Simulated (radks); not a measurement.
The numbers below are computed, except where a source is named.
All-electron atom: Ar II in [Ne] 3s2 3p5.

Level of theory: scalar-relativistic Kohn-Sham, TASK exchange with Perdew-Wang LDA correlation, spin-polarised, spherical densities, finite nucleus; open shells are filled with parallel spins first; meta-GGA in the generalised Kohn-Sham scheme; Fermi nuclear charge, rms radius 3.4274 fm (a radial shooting solver on a logarithmic mesh with Libxc functionals).

Energy parts (Ry):
| part | energy |
|---|---|
| total | -1057.28421 |
| kinetic | 1062.16055 |
| electron-nucleus | -2506.14361 |
| Hartree | 447.52287 |
| exchange-correlation | -60.82402 |

Orbitals (lengths in bohr, moments of r in powers of bohr):
| orbital | occ. | eigenvalue (Ry) | <1/r> | <r^4> | <r> |
|---|---|---|---|---|---|
| 1s up | 1 | -231.6818 | 17.67 | 0.0002559 | 0.08592 |
| 1s down | 1 | -231.6586 | 17.67 | 0.0002558 | 0.08591 |
| 2s up | 1 | -23.38619 | 3.569 | 0.07434 | 0.4134 |
| 2s down | 1 | -23.36956 | 3.569 | 0.07401 | 0.4133 |
| 2p up | 3 | -18.33056 | 3.460 | 0.06575 | 0.3758 |
| 2p down | 3 | -18.30172 | 3.460 | 0.06539 | 0.3756 |
| 3s up | 1 | -2.88378 | 1.004 | 7.932 | 1.379 |
| 3s down | 1 | -2.77682 | 0.9940 | 8.270 | 1.391 |
| 3p up | 3 | -1.74128 | 0.8809 | 13.41 | 1.536 |
| 3p down | 2 | -1.63594 | 0.8698 | 14.33 | 1.556 |

The highest occupied level is 3p down at -22.258 eV. Summed over all electrons, <r^2> = 19.93 bohr^2, which gives a Langevin (diamagnetic) susceptibility term of -15.8 x 10^-6 cm^3/mol. For comparison, the ionisation energy in NIST's Atomic Spectra Database is 27.630 eV (measured). In exact Kohn-Sham theory the highest level is minus the ionisation energy, but local and semilocal functionals leave it too shallow, through self-interaction and a potential that decays too fast; potentials with the right tail come closer. Spin moment in Bohr magnetons: 1.
